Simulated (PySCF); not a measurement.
## Correlation energy of Xe³⁺ (xenon, charge +3)

[Kr] 4d10 5s2 5p3, high-spin 4S determinant. Computed with PySCF 2.14 in def2-SVP with the def2 core potential (28 electrons), with scalar relativity through the core potential. Frozen: 4s2 4p6 4d10; 5 electrons correlated.

MP2 pair energies summed by pair of shells (mhartree):

| pair | energy | share (%) |
| --- | --- | --- |
| 5s-5p | -45.67 | 67.2 |
| 5p-5p | -15.04 | 22.1 |
| 5s-5s | -7.25 | 10.7 |

Total MP2 correlation energy: -67.97 mhartree.

Same-spin part -17.63 and opposite-spin part -50.34 mhartree; SCS-MP2 scales them by 1/3 and 6/5 to -66.28 mhartree.

```tsv
level	correlation energy (mhartree)
CCSD	-81.00
(T)	-1.86
CCSD(T)	-82.86
```

Diagnostics: T1 = 0.0014, D1 = 0.0034, largest double amplitude 0.050.

Cost of the coupled-cluster step: 0.93 s of wall time on 1 thread of Neoverse-V1 (shared host), for 5 correlated electrons.

Iterations:

```
CC2 = 0
CCSD nocc = (np.int64(4), np.int64(1)), nmo = (41, 41)
frozen orbitals [[0, 1, 2, 3, 4, 5, 6, 7, 8], [0, 1, 2, 3, 4, 5, 6, 7, 8]]
max_cycle = 100
direct = 0
conv_tol = 1e-08
conv_tol_normt = 1e-06
diis_space = 8
diis_start_cycle = 0
Init t2, MP2 energy = -0.067967278565252
Init E_corr(UCCSD) = -0.0679672786032266
cycle = 1  E_corr(UCCSD) = -0.0784994300432912  dE = -0.0105321514  norm(t1,t2) = 0.0296148
cycle = 2  E_corr(UCCSD) = -0.0803957742594517  dE = -0.00189634422  norm(t1,t2) = 0.00740951
cycle = 3  E_corr(UCCSD) = -0.0810154629697937  dE = -0.00061968871  norm(t1,t2) = 0.00234744
cycle = 4  E_corr(UCCSD) = -0.0810025479870733  dE = 1.29149827e-05  norm(t1,t2) = 0.000251355
cycle = 5  E_corr(UCCSD) = -0.0810021684049671  dE = 3.79582106e-07  norm(t1,t2) = 2.26812e-05
cycle = 6  E_corr(UCCSD) = -0.0810021158123802  dE = 5.25925868e-08  norm(t1,t2) = 1.91102e-06
cycle = 7  E_corr(UCCSD) = -0.0810021371255094  dE = -2.13131291e-08  norm(t1,t2) = 3.16782e-07
cycle = 8  E_corr(UCCSD) = -0.0810021331385612  dE = 3.9869482e-09  norm(t1,t2) = 4.2606e-08
UCCSD converged
E(UCCSD) = -326.1404137563975  E_corr = -0.08100213313856118
UCCSD(T) correction = -0.00185662836893443
```
